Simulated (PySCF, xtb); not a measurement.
CH₁₁ClSi₄, SMILES [SiH3][SiH]([SiH3])C[SiH2]Cl. The values are those of a single conformer.

Harmonic wavenumbers (cm⁻¹) from xtb with GFN2-xTB at its own minimum, in rising order: 18, 34, 38, 52, 84, 92, 126, 163, 213, 373, 396, 409, 430, 443, 470, 484, 499, 565, 587, 611, 654, 691, 731, 769, 782, 798, 807, 811, 817, 821, 831, 1026, 1138, 1458, 2096, 2208, 2218, 2222, 2226, 2232, 2237, 2243, 2269, 2955, 2971.

What does PBE-D3(BJ)/def2-SVP (PySCF) give at its own minimum? (An estimate is asked for; the answer gives what the named calculation found.)

36, 58, 80, 88, 93, 115, 125, 156, 241, 365, 404, 428, 464, 493, 501, 516, 536, 615, 635, 677, 691, 729, 765, 819, 829, 855, 899, 901, 903, 907, 919, 989, 1021, 1320, 2141, 2146, 2149, 2156, 2160, 2165, 2167, 2171, 2179, 2980, 3050. Paired by order, the mean absolute difference is 51 cm⁻¹ and the zero-point energies are 63.0 and 63.8 kcal/mol.
